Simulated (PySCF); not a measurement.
## Computed properties of C4HCl2F, SMILES C(Cl)(Cl)=C(F)C#C

C₄HCl₂F, SMILES C#CC(F)=C(Cl)Cl. The structure is a stationary point at ωB97X-D3(BJ)/def2-SVP. The structure was generated by enumeration, and PubChem lists no compound with its InChIKey, so it may never have been made. The values are those of a single conformer. All values are computed for the isolated molecule unless a solvent is named; none is compared with measurement here.

**Structure.** The optimised structure has Cs symmetry. All 18 harmonic modes at ωB97X-D3(BJ)/def2-SVP (PySCF) are real, so it is a minimum. With heavy atoms numbered as in [CH:1]#[C:2][C:3]([F:4])=[C:5]([Cl:6])[Cl:7], the shortest bond between them is C1–C2 at 1.209 Å and the longest C5–Cl6 at 1.713 Å.

**Vibrations.** The strongest infrared lines (harmonic, unscaled, degenerate partners summed) lie at 1041 cm⁻¹ (152 km/mol, C 80 %, F 10 %, Cl 9 %), 1330 cm⁻¹ (95 km/mol, C 83 %, F 16 %), 3481 cm⁻¹ (90 km/mol, H 85 %, C 15 %). The softest mode is at 104 cm⁻¹ and the zero-point energy is 22.9 kcal/mol.

**Electronic structure.** M06-2X/def2-TZVP (PySCF) places the frontier levels at -8.31 and -0.71 eV, a gap of 7.60 eV, and gives a dipole moment of 1.62 D and a mean polarisability of 72.7 bohr³. PBE/def2-TZVP (PySCF) at the same geometry gives -6.02 and -2.37 eV, so its gap is 3.95 eV narrower. An orbital gap is neither the optical nor the fundamental gap.

**Excitations.** TDA-M06-2X/def2-SVPD (PySCF) has S1 at 5.14 eV (241 nm, f = 0.000, dark); the most intense of the 10 singlets computed lies at 5.72 eV (f = 0.51). T1 (TDA) is at 3.44 eV, 1.70 eV under S1. TDA-PBE/def2-SVPD (PySCF) puts S1 at 4.60 eV. No vertical singlet excitation falls in the visible range (under 3.1 eV).

**NMR.** GIAO shifts at KT2/pcSseg-1 (PySCF) (non-relativistic, atoms alike by connectivity averaged): ¹³C from 72.4 to 140.8 ppm against TMS; ¹H at 4.3 ppm against TMS; ¹⁹F at -136.7 ppm against CFCl3. Without spin–orbit terms, shifts of atoms bonded to Cl or Br come out too high.
